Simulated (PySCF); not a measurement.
A structure optimised at r2SCAN-D4/def2-TZVP, used in a PySCF frequency run:

```
B
O 1 1.3716
H 2 0.9633 1 114.05
N 1 1.4065 2 123.69 3 0.00
H 4 1.0051 1 121.72 2 180.00
H 4 1.0074 5 113.35 1 180.00
H 1 1.1962 2 116.91 3 180.00
```
Charge 0, spin multiplicity 1.

Question: Write its SMILES, formula and point group.

Answer: NBO, BH4NO, Cs

Question: What are its rotational constants (standard atomic weights)?

Answer: 55.938, 9.6088, 8.2002 GHz
